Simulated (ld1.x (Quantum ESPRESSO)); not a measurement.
**Plane-wave convergence, RRKJ potential for chlorine (Cl)**

Cl (Z = 17), norm-conserving RRKJ (Kleinman–Bylander form), made with ld1.x (Quantum ESPRESSO) 7.5 (PW91, non-relativistic). Core [Ne], reference 3s2 3p5. Waves: 3p (bound): rc 1.25 bohr; 3s (bound): rc 1.15 bohr. Local part: the s channel. Core correction: a·sin(br)/r model core inside 0.80 bohr. rho0 = 0.001.

The pseudo-atom Hamiltonian at the reference potential is diagonalised in spherical Bessel functions j_l(qr) that vanish at 20 bohr, with q² up to the cutoff. All-electron valence levels (Ry): 3p -0.6367, 3s -1.5123.

**Question.** How do the lowest levels (Ry) of each channel move with the cutoff, and are there ghosts?

**Answer.**

```csv
cutoff (Ry),p #1,s #1,d #1,d #2,f #1,f #2,Σ f·Δε (mRy)
8,-0.5752,-1.3054,0.0782,0.1680,0.1213,0.2615,721.3
15,-0.6293,-1.4357,0.0782,0.1676,0.1213,0.2615,190.2
25,-0.6308,-1.4993,0.0782,0.1676,0.1213,0.2615,55.4
40,-0.6350,-1.5033,0.0782,0.1676,0.1213,0.2615,26.7
50,-0.6360,-1.5077,0.0782,0.1676,0.1213,0.2615,12.7
70,-0.6365,-1.5116,0.0782,0.1676,0.1213,0.2615,2.4
100,-0.6367,-1.5118,0.0782,0.1676,0.1213,0.2615,1.1
140,-0.6367,-1.5123,0.0782,0.1676,0.1213,0.2615,0.2
400,-0.6367,-1.5123,0.0782,0.1676,0.1213,0.2615,0.0
```

Result: no extra level below or beside the all-electron valence levels (p, s, d, f tested); 10 mRy is reached at 55 Ry and 1 mRy at 110 Ry.
